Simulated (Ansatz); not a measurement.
ZrNCl₃H₂⁻, that is Zr(NH2)Cl3 with one electron more. The state is a doublet with charge -1. Geometry PBE-D4/def2-SVP, that of the neutral singlet; atoms count from 1.

| atom | x (Å) | y (Å) | z (Å) |
| --- | --- | --- | --- |
| Zr1 | 0.029 | 0.547 | -0.484 |
| N2 | -0.075 | -0.995 | 0.790 |
| H3 | -0.935 | -1.378 | 1.202 |
| H4 | 0.731 | -1.506 | 1.174 |
| Cl5 | -2.072 | 0.709 | -1.528 |
| Cl6 | 1.844 | 0.125 | -1.921 |
| Cl7 | 0.478 | 2.497 | 0.768 |

In the def2 sets Zr takes a core potential; there is no spin–orbit coupling. The highest occupied level of the charge -1 doublet lies above zero (up to 1.08 eV). By energy differences its removal costs 0.67 eV (vertical, to the charge 0 singlet, at PBE0-D4/def2-TZVPD); a positive level beside a positive removal energy at the same level points to self-interaction error.

(1) Estimate the Mulliken populations from the PBE0/def2-TZVPD orbitals of Ansatz.

(2) Where does the spin sit?

(3) And the Mayer bond orders between bonded heavy atoms (over 0.3)?

Results:

(1) 
```csv
atom,charge (e),spin (α − β),d electrons
Zr1,1.44,0.91,2.21
N2,-0.65,-0.03,–
H3,0.08,0.03,–
H4,0.08,0.03,–
Cl5,-0.65,0.02,–
Cl6,-0.65,0.02,–
Cl7,-0.65,0.02,–
```
Mulliken values and Mayer orders depend strongly on the basis. With diffuse functions, as here, like atoms can get unlike values, and bond orders can come out too low or too high.

(2) Summed by element: Zr 0.91, N -0.03, H 0.06, Cl 0.06, of 1 unpaired in all. Largest on single atoms: Zr1 0.91, N2 -0.03, H3 0.03.

(3) Zr1–N2 0.94 (2.00 Å); Zr1–Cl5 0.65 (2.35 Å); Zr1–Cl6 0.64 (2.35 Å); Zr1–Cl7 0.65 (2.36 Å).
